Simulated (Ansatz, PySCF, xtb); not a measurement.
Energy difference R1 + R2 → P1, each structure at its B3LYP-D3(BJ)/def2-TZVP stationary point, reached from a drawn start (curvature not checked).
P1: H2O2S2 (SMILES OSSO), charge 0, multiplicity 1.
R1: H2S (SMILES S), charge 0, multiplicity 1.
R2, SO2 (SMILES O=S=O) (charge 0, multiplicity 1):
| atom | x (Å) | y (Å) | z (Å) |
|---|---|---|---|
| S | 0.0000 | 0.0000 | 0.4878 |
| O | 0.0000 | 1.2386 | -0.2438 |
| O | 0.0000 | -1.2386 | -0.2438 |

P less R. No zero-point or thermal terms. One arrangement of each flexible species, with no search for the lowest.

Run with Ansatz (a quantum-chemistry and plane-wave program) with Gaussian orbitals; PySCF for the D3/D4 terms; xtb for the GFN methods. No computed number here is a measurement.

Task: One of these levels gives 3.68 kcal/mol for the reaction energy. Name it.
A) PBE/def2-TZVPP
B) BLYP-D4/def2-TZVPP
C) HF/cc-pV(Q+d)Z
D) GFN2-xTB

Result: B, BLYP-D4/def2-TZVPP. The others give -4.54 (GFN2-xTB), 7.02 (HF/cc-pV(Q+d)Z), 1.77 (PBE/def2-TZVPP)
